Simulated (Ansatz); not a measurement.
Ansatz (an electronic-structure program) input (HF/3-21G): The .json file is the Basis Set Exchange's 3-21G.

Ansatz 0.2 input:
```yaml
crystal:
  periodic: [false, false, false]
  atoms:
    - {symbol: Ge, position_ang: [0.00000000, 0.00000000, 1.13468388]}
    - {symbol: Ge, position_ang: [-0.00000000, -0.00000000, -1.05330978]}
    - {symbol: H, position_ang: [-0.00000000, -0.00000000, -2.60397134]}
basis:
  gaussian:
    orbitals: 3-21G.json
hamiltonian:
  xc: {name: HF}
total_charge: -1
phonons: {temperatures: {t_min: 298.15, t_max: 298.15, t_step: 100}}
```

Output:

```
Functional definition: HF
integrals: 0.01 GiB planned
436 factors; integrals over basis functions are off by at most 2.4e-4 eV
mean field: 0.10 GiB planned
mean field evaluation 1: about -112416.2577 eV, gradient 9.5e0 eV
mean field evaluation 2: about -112416.2615 eV, gradient 9.5e0 eV
mean field evaluation 4: about -112416.7681 eV, gradient 2.0e0 eV
mean field evaluation 8: about -112416.7984 eV, gradient 2.8e-3 eV
mean field -112416.79841496 eV, -4131.2411429071 hartree, gradient 1.4e-5 eV, S^2 0.000000; 0 other end points of the search recorded, 0 dependent functions left out
the calculation of the forces begins
reference -112416.79841496 eV, -4131.2411429071 hartree; 33, 33 occupied and 15, 15 virtual orbitals, 436 factors
these checks for a lower state are left out or cut short: stability, starts, cluster_reference, orbital_swaps, neighbouring_geometries, increment
integrals: 0.01 GiB planned
436 factors; integrals over basis functions are off by at most 2.4e-4 eV
mean field: 0.10 GiB planned
mean field evaluation 16: about -112416.7984 eV, gradient 6.2e-6 eV
mean field -112416.79841522 eV, -4131.2411429165 hartree, gradient 6.2e-6 eV, S^2 0.000000; 0 other end points of the search recorded, 0 dependent functions left out
the calculation of the forces begins
reference -112416.79841522 eV, -4131.2411429165 hartree; 33, 33 occupied and 15, 15 virtual orbitals, 436 factors
these checks for a lower state are left out or cut short: stability, starts, cluster_reference, orbital_swaps, neighbouring_geometries, increment
integrals: 0.01 GiB planned
436 factors; integrals over basis functions are off by at most 2.4e-4 eV
mean field: 0.10 GiB planned
mean field -112416.79841522 eV, -4131.2411429165 hartree, gradient 6.2e-6 eV, S^2 0.000000; 0 other end points of the search recorded, 0 dependent functions left out
the calculation of the forces begins
reference -112416.79841522 eV, -4131.2411429165 hartree; 33, 33 occupied and 15, 15 virtual orbitals, 436 factors
these checks for a lower state are left out or cut short: stability, starts, cluster_reference, orbital_swaps, neighbouring_geometries, increment
integrals: 0.01 GiB planned
436 factors; integrals over basis functions are off by at most 2.4e-4 eV
mean field: 0.10 GiB planned
mean field -112416.79841522 eV, -4131.2411429165 hartree, gradient 6.2e-6 eV, S^2 0.000000; 0 other end points of the search recorded, 0 dependent functions left out
the calculation of the forces begins
reference -112416.79841522 eV, -4131.2411429165 hartree; 33, 33 occupied and 15, 15 virtual orbitals, 436 factors
these checks for a lower state are left out or cut short: stability, starts, cluster_reference, orbital_swaps, neighbouring_geometries, increment
integrals: 0.01 GiB planned
436 factors; integrals over basis functions are off by at most 2.4e-4 eV
mean field: 0.10 GiB planned
mean field evaluation 32: about -112416.7984 eV, gradient 1.3e-2 eV
mean field -112416.79841522 eV, -4131.2411429165 hartree, gradient 6.2e-6 eV, S^2 0.000000; 0 other end points of the search recorded, 0 dependent functions left out
the calculation of the forces begins
reference -112416.79841522 eV, -4131.2411429165 hartree; 33, 33 occupied and 15, 15 virtual orbitals, 436 factors
these checks for a lower state are left out or cut short: stability, starts, cluster_reference, orbital_swaps, neighbouring_geometries, increment
integrals: 0.01 GiB planned
436 factors; integrals over basis functions are off by at most 2.4e-4 eV
mean field: 0.10 GiB planned
mean field -112416.79835219 eV, -4131.2411406001 hartree, gradient 6.2e-6 eV, S^2 0.000000; 0 other end points of the search recorded, 0 dependent functions left out
the calculation of the forces begins
reference -112416.79835219 eV, -4131.2411406001 hartree; 33, 33 occupied and 15, 15 virtual orbitals, 436 factors
these checks for a lower state are left out or cut short: stability, starts, cluster_reference, orbital_swaps, neighbouring_geometries, increment
integrals: 0.01 GiB planned
436 factors; integrals over basis functions are off by at most 2.4e-4 eV
mean field: 0.10 GiB planned
mean field -112416.79835964 eV, -4131.2411408739 hartree, gradient 6.2e-6 eV, S^2 0.000000; 0 other end points of the search recorded, 0 dependent functions left out
the calculation of the forces begins
reference -112416.79835964 eV, -4131.2411408739 hartree; 33, 33 occupied and 15, 15 virtual orbitals, 436 factors
these checks for a lower state are left out or cut short: stability, starts, cluster_reference, orbital_swaps, neighbouring_geometries, increment
integrals: 0.01 GiB planned
436 factors; integrals over basis functions are off by at most 2.4e-4 eV
mean field: 0.10 GiB planned
mean field -112416.79841646 eV, -4131.2411429622 hartree, gradient 6.2e-6 eV, S^2 0.000000; 0 other end points of the search recorded, 0 dependent functions left out
the calculation of the forces begins
reference -112416.79841646 eV, -4131.2411429622 hartree; 33, 33 occupied and 15, 15 virtual orbitals, 436 factors
these checks for a lower state are left out or cut short: stability, starts, cluster_reference, orbital_swaps, neighbouring_geometries, increment
integrals: 0.01 GiB planned
436 factors; integrals over basis functions are off by at most 2.4e-4 eV
mean field: 0.10 GiB planned
mean field -112416.79841646 eV, -4131.2411429622 hartree, gradient 6.2e-6 eV, S^2 0.000000; 0 other end points of the search recorded, 0 dependent functions left out
the calculation of the forces begins
reference -112416.79841646 eV, -4131.2411429622 hartree; 33, 33 occupied and 15, 15 virtual orbitals, 436 factors
these checks for a lower state are left out or cut short: stability, starts, cluster_reference, orbital_swaps, neighbouring_geometries, increment
integrals: 0.01 GiB planned
436 factors; integrals over basis functions are off by at most 2.4e-4 eV
mean field: 0.10 GiB planned
mean field evaluation 64: about -112416.7984 eV, gradient 6.2e-6 eV
mean field -112416.79841646 eV, -4131.2411429622 hartree, gradient 6.2e-6 eV, S^2 0.000000; 0 other end points of the search recorded, 0 dependent functions left out
the calculation of the forces begins
reference -112416.79841646 eV, -4131.2411429622 hartree; 33, 33 occupied and 15, 15 virtual orbitals, 436 factors
these checks for a lower state are left out or cut short: stability, starts, cluster_reference, orbital_swaps, neighbouring_geometries, increment
integrals: 0.01 GiB planned
436 factors; integrals over basis functions are off by at most 2.4e-4 eV
mean field: 0.10 GiB planned
mean field -112416.79841646 eV, -4131.2411429622 hartree, gradient 6.2e-6 eV, S^2 0.000000; 0 other end points of the search recorded, 0 dependent functions left out
the calculation of the forces begins
reference -112416.79841646 eV, -4131.2411429622 hartree; 33, 33 occupied and 15, 15 virtual orbitals, 436 factors
these checks for a lower state are left out or cut short: stability, starts, cluster_reference, orbital_swaps, neighbouring_geometries, increment
integrals: 0.01 GiB planned
436 factors; integrals over basis functions are off by at most 2.4e-4 eV
mean field: 0.10 GiB planned
mean field -112416.79830907 eV, -4131.2411390158 hartree, gradient 6.2e-6 eV, S^2 0.000000; 0 other end points of the search recorded, 0 dependent functions left out
the calculation of the forces begins
reference -112416.79830907 eV, -4131.2411390158 hartree; 33, 33 occupied and 15, 15 virtual orbitals, 436 factors
these checks for a lower state are left out or cut short: stability, starts, cluster_reference, orbital_swaps, neighbouring_geometries, increment
integrals: 0.01 GiB planned
436 factors; integrals over basis functions are off by at most 2.4e-4 eV
mean field: 0.10 GiB planned
mean field -112416.79830362 eV, -4131.2411388154 hartree, gradient 6.2e-6 eV, S^2 0.000000; 0 other end points of the search recorded, 0 dependent functions left out
the calculation of the forces begins
reference -112416.79830362 eV, -4131.2411388154 hartree; 33, 33 occupied and 15, 15 virtual orbitals, 436 factors
these checks for a lower state are left out or cut short: stability, starts, cluster_reference, orbital_swaps, neighbouring_geometries, increment
integrals: 0.01 GiB planned
436 factors; integrals over basis functions are off by at most 2.4e-4 eV
mean field: 0.10 GiB planned
mean field -112416.79841548 eV, -4131.2411429260 hartree, gradient 6.2e-6 eV, S^2 0.000000; 0 other end points of the search recorded, 0 dependent functions left out
the calculation of the forces begins
reference -112416.79841548 eV, -4131.2411429260 hartree; 33, 33 occupied and 15, 15 virtual orbitals, 436 factors
these checks for a lower state are left out or cut short: stability, starts, cluster_reference, orbital_swaps, neighbouring_geometries, increment
integrals: 0.01 GiB planned
436 factors; integrals over basis functions are off by at most 2.4e-4 eV
mean field: 0.10 GiB planned
mean field -112416.79841548 eV, -4131.2411429260 hartree, gradient 6.2e-6 eV, S^2 0.000000; 0 other end points of the search recorded, 0 dependent functions left out
the calculation of the forces begins
reference -112416.79841548 eV, -4131.2411429260 hartree; 33, 33 occupied and 15, 15 virtual orbitals, 436 factors
these checks for a lower state are left out or cut short: stability, starts, cluster_reference, orbital_swaps, neighbouring_geometries, increment
integrals: 0.01 GiB planned
436 factors; integrals over basis functions are off by at most 2.4e-4 eV
mean field: 0.10 GiB planned
mean field evaluation 96: about -112416.7941 eV, gradient 4.5e-2 eV
mean field -112416.79841548 eV, -4131.2411429260 hartree, gradient 6.2e-6 eV, S^2 0.000000; 0 other end points of the search recorded, 0 dependent functions left out
the calculation of the forces begins
reference -112416.79841548 eV, -4131.2411429260 hartree; 33, 33 occupied and 15, 15 virtual orbitals, 436 factors
these checks for a lower state are left out or cut short: stability, starts, cluster_reference, orbital_swaps, neighbouring_geometries, increment
integrals: 0.01 GiB planned
436 factors; integrals over basis functions are off by at most 2.4e-4 eV
mean field: 0.10 GiB planned
mean field -112416.79841548 eV, -4131.2411429260 hartree, gradient 6.2e-6 eV, S^2 0.000000; 0 other end points of the search recorded, 0 dependent functions left out
the calculation of the forces begins
reference -112416.79841548 eV, -4131.2411429260 hartree; 33, 33 occupied and 15, 15 virtual orbitals, 436 factors
these checks for a lower state are left out or cut short: stability, starts, cluster_reference, orbital_swaps, neighbouring_geometries, increment
integrals: 0.01 GiB planned
436 factors; integrals over basis functions are off by at most 2.4e-4 eV
mean field: 0.10 GiB planned
mean field -112416.79836969 eV, -4131.2411412433 hartree, gradient 6.2e-6 eV, S^2 0.000000; 0 other end points of the search recorded, 0 dependent functions left out
the calculation of the forces begins
reference -112416.79836969 eV, -4131.2411412433 hartree; 33, 33 occupied and 15, 15 virtual orbitals, 436 factors
these checks for a lower state are left out or cut short: stability, starts, cluster_reference, orbital_swaps, neighbouring_geometries, increment
integrals: 0.01 GiB planned
436 factors; integrals over basis functions are off by at most 2.4e-4 eV
mean field: 0.10 GiB planned
mean field -112416.79836765 eV, -4131.2411411683 hartree, gradient 6.2e-6 eV, S^2 0.000000; 0 other end points of the search recorded, 0 dependent functions left out
the calculation of the forces begins
reference -112416.79836765 eV, -4131.2411411683 hartree; 33, 33 occupied and 15, 15 virtual orbitals, 436 factors
WARN: phonons: modes at or below zero, which the zero-point energy, F, S and C_V leave out: 2, the lowest at -215.65 cm⁻¹ …
Total energy: -112416.79841496 eV, -4131.2411429071 hartree
Atom 0 at     0.000000     0.000000     1.134684 Å, force    -0.000000     0.000000    -0.001571 eV/Å
Atom 1 at    -0.000000    -0.000000    -1.053310 Å, force     0.000000    -0.000000     0.001094 eV/Å
Atom 2 at    -0.000000    -0.000000    -2.603971 Å, force    -0.000000    -0.000000     0.000476 eV/Å
Dipole moment:     0.000000    -0.000000    -0.140290 e Å
Vibrations: -215.65 -215.65 374.45 2014.23 cm⁻¹, zero-point energy 0.148079 eV
```

The blocks after the first are displaced geometries, from whose forces the wavenumbers follow.

The dipole moment of an ion depends on the origin.
